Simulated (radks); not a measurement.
Results of a calculation; reference values are marked as such.
Species: Er14+. Configuration: [Kr] 4d10 4f7 5s1. Code: a radial shooting solver on a logarithmic mesh with Libxc functionals. Model: scalar-relativistic Kohn-Sham, exchange-only LDA, spin-polarised, spherical densities, point nucleus; open shells are filled with parallel spins first (spin-orbit coupling, left out, can overturn this in heavy ions).

Unscreened Slater integrals over Kohn-Sham orbitals (eV). They are taken over the spin-up orbitals.

integral,value
"F0(4f,4f)",40.681
"F2(4f,4f)",20.459
"F4(4f,4f)",13.083
"F6(4f,4f)",9.4862
"F0(4f,5s)",27.791
"G3(4f,5s)",4.1028
"F0(4f,4d)",41.889
"F2(4f,4d)",20.848
"F4(4f,4d)",13.506
"G1(4f,4d)",24.095
"G3(4f,4d)",15.544
"G5(4f,4d)",11.109
"F0(4f,4p)",43.024
"F2(4f,4p)",21.667
"G2(4f,4p)",18.849
"G4(4f,4p)",13.199
"F0(5s,5s)",23.530
"F0(5s,4d)",28.258
"G2(5s,4d)",3.2969
"F0(5s,4p)",28.549
"G1(5s,4p)",2.5669
"F0(4d,4d)",43.595
"F2(4d,4d)",22.244
"F4(4d,4d)",14.951
"F0(4d,4p)",44.782
"F2(4d,4p)",23.036
"G1(4d,4p)",29.195
"G3(4d,4p)",18.366
"F0(4p,4p)",46.133
"F2(4p,4p)",24.170

Derived for the open shells (J is the average intra-shell exchange parameter used in DFT+U). 4f: F4/F2 = 0.639, F6/F2 = 0.464, J = (286 F2 + 195 F4 + 250 F6)/6435 = 1.674 eV.
